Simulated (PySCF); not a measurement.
C3H12Ge2Si.
SMILES with atom numbers: `[CH2:1]=[C:2]([CH3:3])[SiH2:4][GeH2:5][GeH3:6]` (hydrogens: H7, H8 on C1; H9, H10, H11 on C3; H12, H13 on Si4; H14, H15 on Ge5; H16, H17, H18 on Ge6)

Cartesian coordinates in Å at the PBE0-D3(BJ)/def2-SVP level; atoms count from 1:
```
atom  x, y, z in Å
C1    -1.291    0.089    1.328
C2    -1.473   -0.257    0.046
C3    -2.651   -1.079   -0.397
Si4   -0.255    0.295   -1.284
Ge5    1.660    1.356   -0.349
Ge6    2.855   -0.164    1.115
H7    -0.441    0.693    1.661
H8    -1.998   -0.219    2.109
H9    -2.326   -1.998   -0.912
H10   -3.288   -1.367    0.453
H11   -3.273   -0.521   -1.117
H12   -0.945    1.206   -2.255
H13    0.205   -0.897   -2.067
H14    1.268    2.620    0.444
H15    2.607    1.795   -1.486
H16    4.268    0.362    1.432
H17    2.090   -0.342    2.440
H18    2.985   -1.543    0.441
```

Linear response at PBE0/def2-SVPD (PySCF, frozen core in the response, non-relativistic). Isolated species at its PBE0-D3(BJ)/def2-SVP geometry (one conformer only). Relativistic effects, spin–orbit coupling among them, are left out although an element past zinc is present.

Static isotropic polarisability: 135.46 au (20.07 Å³), principal values 114.3, 132.9, 159.2 au.

(1) What is the polarisability at 1064 nm and at the sodium D line?

(2) What is the isotropic C6 coefficient between two such molecules, C6 = (3/π)∫α(iω)² dω?

(3) Which effective excitation energy ω̄ makes London's formula C6 = (3/4)α²ω̄ exact here?

(4) What n − 1 at the D line would an ideal gas of it have at 273.15 K and 1 atm (2.6868 × 10¹⁹ cm⁻³), by n − 1 = 2π·N·α′?

(5) The lowest 10 singlets have (eV, f): 6.20, 0.002; 6.47, 0.016; 6.61, 0.165; 6.73, 0.008; 6.74, 0.072; 6.80, 0.010; 6.83, 0.012; 6.93, 0.259; 6.98, 0.035; 7.09, 0.022. What share of the static polarisability do they carry in the sum over states α = Σ f/ω²?

(6) How many electrons N does the Slater–Kirkwood formula C6 = (3/4)·√N·α^(3/2) need to give this C6?

(7) What three-body coefficient follows from the one-pole estimate C9 = (3/4)·α·C6?

## Answers

(1) 137.18 au at 1064 nm (+1.3 %), 141.28 au at 589.3 nm (+4.3 %). The rise at 589.3 nm is 3.40 times that at 1064 nm; a pure ω² law gives 3.26. The lowest singlet lies at 200 nm, shorter than both wavelengths.

(2) 5912 au (Eh·bohr⁶) by a ten-point quadrature over imaginary frequencies, which is 3530 eV·Å⁶ or 341 J·nm⁶/mol.

(3) ω̄ = 4·C6/(3α²) = 0.430 Eh = 11.7 eV. A one-pole form α(ω) = α/(1 − ω²/ω̄²) fitted to the 1064 nm value gives 10.4 eV. London's choice of the ionisation energy (9.26 eV, ΔSCF at the same level) gives C6 = 4680 au, 21 % too low.

(4) 35.34 × 10⁻⁴, a formal value whether or not that pressure can be reached.

(5) 9.63 au, 7.1 % of α; the largest term, 4.00 au, is that of the state at 6.93 eV. Their oscillator strengths add up to 0.60. Higher states carry the rest.

(6) N = (4·C6/3)²/α³ = 25.0; the species has 108 electrons in all.

(7) 601000 au. This is an estimate from the two numbers above, not a computed integral.

Time: 8.7 min wall (grids of density and orbitals included); peak memory 1.3 GiB. Hardware: one thread of an Arm Neoverse V2, no GPU (shared host). This is the whole response run at PBE0/def2-SVPD, SCF included.
